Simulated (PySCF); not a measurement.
C₂H₅ClMg, singlet, geometry from GFN2-xTB (such geometries of metal compounds can be far from the true shape), with bond 7-4 at 1.8 times its length; CASSCF(10,9)/6-31G run with PySCF.

Input for PySCF:
```python
from pyscf import gto, scf, mcscf
import numpy

mol = gto.Mole()
mol.atom = '''
    Mg    0.57456555   -0.46003550    0.74993283
    Cl    0.36874664    1.69182185    0.65778126
    C    -0.36405693   -1.78697960   -0.60047181
    C    -1.07924179   -0.92492321   -1.62403351
    H    -1.08062420   -2.42244731   -0.07780723
    H     0.36832106   -2.42775377   -1.09320175
    H     0.19591088    0.20928008   -2.60282613
    H    -1.81566810   -0.27668007   -1.14226048
    H    -1.60489210   -1.54743730   -2.35336664
'''
mol.basis = '6-31g'
mol.verbose = 4
mol.build()

mf = scf.RHF(mol)
mf.kernel()
mc = mcscf.CASSCF(mf, 9, 10)
mc.fix_spin_(ss=0.0)
mc.kernel()
occ = numpy.linalg.eigvalsh(mc.fcisolver.make_rdm1(mc.ci, mc.ncas, mc.nelecas))[::-1]
ss = mc.fcisolver.spin_square(mc.ci, mc.ncas, mc.nelecas)[0]
print('natural occupations', occ.round(4), ' <S^2>', round(ss, 4))
```

Problem. Write the output that PySCF gives for this input, abridged.

Solution. 
```
PySCF version 2.14.0

[INPUT] verbose = 4
[INPUT] num. atoms = 9
[INPUT] num. electrons = 46
[INPUT] charge = 0
[INPUT] spin (= nelec alpha-beta = 2S) = 0
[INPUT] symmetry False subgroup None
[INPUT] Mole.unit = angstrom
[INPUT] Symbol           X                Y                Z      unit          X                Y                Z       unit  Magmom
[INPUT]  1 Mg     0.574565550000  -0.460035500000   0.749932830000 AA    1.085771530110  -0.869341102577   1.417167660520 Bohr   0.0
[INPUT]  2 Cl     0.368746640000   1.691821850000   0.657781260000 AA    0.696830158954   3.197079948055   1.243026431271 Bohr   0.0
[INPUT]  3 C     -0.364056930000  -1.786979600000  -0.600471810000 AA   -0.687967891450  -3.376902034185  -1.134727266422 Bohr   0.0
[INPUT]  4 C     -1.079241790000  -0.924923210000  -1.624033510000 AA   -2.039471405285  -1.747851553154  -3.068978551016 Bohr   0.0
[INPUT]  5 H     -1.080624200000  -2.422447310000  -0.077807230000 AA   -2.042083781577  -4.577761967089  -0.147034355211 Bohr   0.0
[INPUT]  6 H      0.368321060000  -2.427753770000  -1.093201750000 AA    0.696025929309  -4.587789723180  -2.065851906395 Bohr   0.0
[INPUT]  7 H      0.195910880000   0.209280080000  -2.602826130000 AA    0.370217908023   0.395482034527  -4.918628535562 Bohr   0.0
[INPUT]  8 H     -1.815668100000  -0.276680070000  -1.142260480000 AA   -3.431115442109  -0.522849556425  -2.158559470114 Bohr   0.0
[INPUT]  9 H     -1.604892100000  -1.547437300000  -2.353366640000 AA   -3.032806528478  -2.924232691936  -4.447218420288 Bohr   0.0

nuclear repulsion = 165.765140255637
number of shells = 34
number of NR pGTOs = 156
number of NR cGTOs = 54
basis = 6-31g
ecp = {}

******** <class 'pyscf.scf.hf.RHF'> ********
method = RHF
initial guess = minao
damping factor = 0
level_shift factor = 0
DIIS = <class 'pyscf.scf.diis.CDIIS'>
diis_start_cycle = 1
diis_space = 8
diis_damp = 0
SCF conv_tol = 1e-09
SCF conv_tol_grad = None
SCF max_cycles = 50
direct_scf = True
direct_scf_tol = 1e-13
Set gradient conv threshold to 3.16228e-05
Initial guess from minao.
init E= -737.646656028212
  HOMO = -0.23140388024065  LUMO = -0.0576133276114521  gap/eV = 4.72908
cycle= 1 E= -737.523585767967  delta_E= 0.123  |g|= 0.335  |ddm|= 2.34
  HOMO = -0.348684581050364  LUMO = -0.0162998760559889  gap/eV = 9.04465
cycle= 2 E= -737.572906684511  delta_E= -0.0493  |g|= 0.151  |ddm|= 0.706
  HOMO = -0.328943173577374  LUMO = -0.00667607093408806  gap/eV = 8.76933
cycle= 3 E= -737.580745847408  delta_E= -0.00784  |g|= 0.0432  |ddm|= 0.201
  HOMO = -0.334476867318681  LUMO = -0.0058804500761771  gap/eV = 8.94156
cycle= 4 E= -737.58196375208  delta_E= -0.00122  |g|= 0.0142  |ddm|= 0.0931
  HOMO = -0.332009311112064  LUMO = -0.00643782215839561  gap/eV = 8.85925
cycle= 5 E= -737.582117744839  delta_E= -0.000154  |g|= 0.00484  |ddm|= 0.0327
  HOMO = -0.331809983357688  LUMO = -0.00736399309510727  gap/eV = 8.82863
cycle= 6 E= -737.582150413556  delta_E= -3.27e-05  |g|= 0.00149  |ddm|= 0.0186
  HOMO = -0.331650965591401  LUMO = -0.00758326237755913  gap/eV = 8.81833
cycle= 7 E= -737.582153781322  delta_E= -3.37e-06  |g|= 0.000262  |ddm|= 0.00677
  HOMO = -0.331627149597302  LUMO = -0.00759759722653275  gap/eV = 8.81729
cycle= 8 E= -737.582153881025  delta_E= -9.97e-08  |g|= 8.68e-05  |ddm|= 0.00115
  HOMO = -0.331621256915538  LUMO = -0.00760328024400136  gap/eV = 8.81698
cycle= 9 E= -737.582153887317  delta_E= -6.29e-09  |g|= 2.71e-05  |ddm|= 0.000278
  HOMO = -0.331623684785405  LUMO = -0.00760515303753584  gap/eV = 8.81699
cycle= 10 E= -737.582153887941  delta_E= -6.23e-10  |g|= 4.76e-06  |ddm|= 8.76e-05
  HOMO = -0.331622763199809  LUMO = -0.00760478612994331  gap/eV = 8.81698
Extra cycle  E= -737.58215388796  delta_E= -1.93e-11  |g|= 2.06e-06  |ddm|= 1.11e-05
converged SCF energy = -737.58215388796

******** <class 'pyscf.mcscf.mc1step.CASSCF'> ********
CAS (5e+5e, 9o), ncore = 18, nvir = 27
max_cycle_macro = 50
max_cycle_micro = 4
conv_tol = 1e-07
conv_tol_grad = None
orbital rotation max_stepsize = 0.02
orbital rotation threshold for CI restart = 0.01
augmented hessian ah_max_cycle = 30
augmented hessian ah_conv_tol = 1e-12
augmented hessian ah_linear dependence = 1e-14
augmented hessian ah_level shift = 1e-08
augmented hessian ah_start_tol = 2.5
augmented hessian ah_start_cycle = 3
augmented hessian ah_grad_trust_region = 3
kf_trust_region = 3
kf_interval = 4
ci_response_space = 4
ci_grad_trust_region = 3
with_dep4 0
natorb = False
canonicalization = True
sorting_mo_energy = False
ao2mo_level = 2
internal_rotation = False
******** <class 'pyscf.fci.addons.SpinPenaltyFCISolver'> ********
max. cycles = 50
conv_tol = 1e-08
davidson only = True
linear dependence = 1e-12
level shift = 0.001
max iter space = 12
nroots = 1
pspace_size = 400
spin = None
CASCI E = -737.599393538330  S^2 = 0.0000000
Set conv_tol_grad to 0.000316228
macro iter   1 ( 21 JK    4 micro), CASSCF E = -737.631344429901  dE = -3.19508916e-02  S^2 = 0.0000000
               |grad[o]|=0.0381  |grad[c]|=0.032  |ddm|=0.132  |maxRot[o]|=0.311
macro iter   2 ( 21 JK    4 micro), CASSCF E = -737.652298209430  dE = -2.09537795e-02  S^2 = 0.0000000
               |grad[o]|=0.0484  |grad[c]|=0.0382  |ddm|=0.046  |maxRot[o]|=0.223
macro iter   3 ( 21 JK    4 micro), CASSCF E = -737.662429575255  dE = -1.01313658e-02  S^2 = 0.0000000
               |grad[o]|=0.0257  |grad[c]|=0.0168  |ddm|=0.0174  |maxRot[o]|=0.313
macro iter   4 ( 21 JK    4 micro), CASSCF E = -737.668075296687  dE = -5.64572143e-03  S^2 = 0.0000000
               |grad[o]|=0.0202  |grad[c]|=0.013  |ddm|=0.00404  |maxRot[o]|=0.305
macro iter   5 (  7 JK    2 micro), CASSCF E = -737.668570798607  dE = -4.95501920e-04  S^2 = 0.0000000
               |grad[o]|=0.00595  |grad[c]|=0.00789  |ddm|=0.0038  |maxRot[o]|=0.0681
macro iter   6 (  7 JK    2 micro), CASSCF E = -737.668718156872  dE = -1.47358265e-04  S^2 = 0.0000000
               |grad[o]|=0.00326  |grad[c]|=0.00897  |ddm|=0.0037  |maxRot[o]|=0.0693
macro iter   7 (  7 JK    2 micro), CASSCF E = -737.668753567368  dE = -3.54104963e-05  S^2 = 0.0000000
               |grad[o]|=0.00183  |grad[c]|=0.00372  |ddm|=0.0023  |maxRot[o]|=0.0699
macro iter   8 (  7 JK    2 micro), CASSCF E = -737.668778898894  dE = -2.53315260e-05  S^2 = 0.0000000
               |grad[o]|=0.00137  |grad[c]|=0.00422  |ddm|=0.00163  |maxRot[o]|=0.0699
macro iter   9 (  7 JK    2 micro), CASSCF E = -737.668802238269  dE = -2.33393753e-05  S^2 = 0.0000000
               |grad[o]|=0.00109  |grad[c]|=0.00464  |ddm|=0.00179  |maxRot[o]|=0.0699
macro iter  10 (  7 JK    2 micro), CASSCF E = -737.668824692976  dE = -2.24547065e-05  S^2 = 0.0000000
               |grad[o]|=0.000851  |grad[c]|=0.00513  |ddm|=0.00193  |maxRot[o]|=0.0699
macro iter  11 (  7 JK    2 micro), CASSCF E = -737.668847487169  dE = -2.27941932e-05  S^2 = 0.0000000
               |grad[o]|=0.000724  |grad[c]|=0.00557  |ddm|=0.002  |maxRot[o]|=0.0699
macro iter  12 (  7 JK    2 micro), CASSCF E = -737.668871594952  dE = -2.41077835e-05  S^2 = 0.0000000
               |grad[o]|=0.000702  |grad[c]|=0.00589  |ddm|=0.00201  |maxRot[o]|=0.0699
macro iter  13 (  7 JK    2 micro), CASSCF E = -737.668897491563  dE = -2.58966111e-05  S^2 = 0.0000000
               |grad[o]|=0.000748  |grad[c]|=0.00604  |ddm|=0.00192  |maxRot[o]|=0.0699
macro iter  14 (  7 JK    2 micro), CASSCF E = -737.668925170988  dE = -2.76794248e-05  S^2 = 0.0000000
               |grad[o]|=0.000816  |grad[c]|=0.00599  |ddm|=0.00179  |maxRot[o]|=0.0699
macro iter  15 (  7 JK    2 micro), CASSCF E = -737.668954285354  dE = -2.91143662e-05  S^2 = 0.0000000
               |grad[o]|=0.000876  |grad[c]|=0.00573  |ddm|=0.00162  |maxRot[o]|=0.0699
macro iter  16 (  7 JK    2 micro), CASSCF E = -737.668984214356  dE = -2.99290015e-05  S^2 = 0.0000000
               |grad[o]|=0.000909  |grad[c]|=0.00527  |ddm|=0.00146  |maxRot[o]|=0.0699
macro iter  17 (  7 JK    2 micro), CASSCF E = -737.669014060511  dE = -2.98461556e-05  S^2 = 0.0000000
               |grad[o]|=0.000904  |grad[c]|=0.00465  |ddm|=0.0013  |maxRot[o]|=0.0699
macro iter  18 (  7 JK    2 micro), CASSCF E = -737.669042643936  dE = -2.85834243e-05  S^2 = 0.0000000
               |grad[o]|=0.000855  |grad[c]|=0.00395  |ddm|=0.00119  |maxRot[o]|=0.0699
macro iter  19 (  7 JK    2 micro), CASSCF E = -737.669068442840  dE = -2.57989043e-05  S^2 = 0.0000000
               |grad[o]|=0.000759  |grad[c]|=0.00328  |ddm|=0.00119  |maxRot[o]|=0.0699
macro iter  20 ( 11 JK    3 micro), CASSCF E = -737.669086985407  dE = -1.85425673e-05  S^2 = 0.0000000
               |grad[o]|=0.00062  |grad[c]|=0.00942  |ddm|=0.00188  |maxRot[o]|= 0.13
macro iter  21 ( 17 JK    4 micro), CASSCF E = -737.669075550003  dE =  1.14354043e-05  S^2 = 0.0000000
               |grad[o]|=0.000553  |grad[c]|=0.00908  |ddm|=0.00106  |maxRot[o]|=0.121
macro iter  22 ( 21 JK    4 micro), CASSCF E = -737.669088773901  dE = -1.32238979e-05  S^2 = 0.0000000
               |grad[o]|=0.000739  |grad[c]|=0.00055  |ddm|=0.00017  |maxRot[o]|=0.048
macro iter  23 ( 17 JK    4 micro), CASSCF E = -737.669094981719  dE = -6.20781793e-06  S^2 = 0.0000000
               |grad[o]|=0.00039  |grad[c]|=0.00137  |ddm|=0.000171  |maxRot[o]|=0.0383
macro iter  24 (  5 JK    1 micro), CASSCF E = -737.669097844658  dE = -2.86293891e-06  S^2 = 0.0000000
               |grad[o]|=0.000154  |grad[c]|=0.00143  |ddm|=0.000155  |maxRot[o]|=0.0444
macro iter  25 (  3 JK    1 micro), CASSCF E = -737.669097996924  dE = -1.52266239e-07  S^2 = 0.0000000
               |grad[o]|=0.000114  |grad[c]|=0.000236  |ddm|=7.58e-05  |maxRot[o]|=0.00845
macro iter  26 (  7 JK    1 micro), CASSCF E = -737.669098072850  dE = -7.59256409e-08  S^2 = 0.0000000
               |grad[o]|=5.06e-05  |grad[c]|=0.00017  |ddm|=4.86e-05  |maxRot[o]|=0.00505
1-step CASSCF converged in  26 macro (270 JK  64 micro) steps
CASSCF canonicalization
Density matrix diagonal elements [1.98928069 1.98888322 1.99273165 1.90400275 1.85391011 0.05007633
 0.021937   0.1648177  0.03436056]
CASSCF energy = -737.669098072850
CASCI E = -737.669098072850  E(CI) = -17.7116162427619  S^2 = 0.0000000
natural occupations [1.9994 1.9895 1.9868 1.9544 1.807  0.1927 0.0475 0.0121 0.0107]  <S^2> 0.0
```
